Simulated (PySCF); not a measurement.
# State search for TlH

Unrestricted PBE0; basis Tl cc-pVTZ-PP with ECP60, H cc-pVTZ; scalar-relativistic core potentials; PySCF 2.14. Outer shells of the fragments: Tl 5d10 6s2 6p1; H 1s1.

Followed along the bond (rough minima from three points):

| 2Ms+1 | unpaired | ⟨S²⟩ at the start | R at minimum (Å) | Te (eV) |
| --- | --- | --- | --- | --- |
| 1 | none | 0.00 | 1.91 | 0.00 |
| 3 | σ ↑, π ↑ | 2.01 | 1.90 | 2.26 |

Solutions found at the starting distance of 1.750 Å, counted from the lowest of them; the search is not exhaustive and high or unbound solutions are not listed, so other states can lie among these:

```csv
2Ms+1,unpaired,term,E (eV),⟨S²⟩,⟨Lz²⟩,μ (D)
1,none,¹Σ⁺,0.00,0.00,0.00,-0.55
3,"σ ↑, π ↑",³Π,2.19,2.01,1.00,0.07
1,"σ ↑, π ↓",mixed,2.41,1.01,1.00,0.10
3,σ ↑↑,³Σ⁺,5.25,2.00,0.00,3.61
3,π ↑↑,³Σ⁻,6.32,2.08,0.00,0.18
1,π ↑↓,mixed,6.66,1.00,2.01,0.15
1,none,mixed,7.30,0.00,2.01,0.19
```

A term symbol is given only where ⟨S²⟩ and ⟨Lz²⟩ are close to those of a pure state; real π, δ and φ orbitals otherwise mix terms. A positive dipole means Tl(−)H(+).

These are scalar-relativistic numbers at best; spin–orbit coupling would shift them, the dissociation energy most. Counting both spins, an empty level lies below a filled one in some of these solutions, because spin and occupation are held.
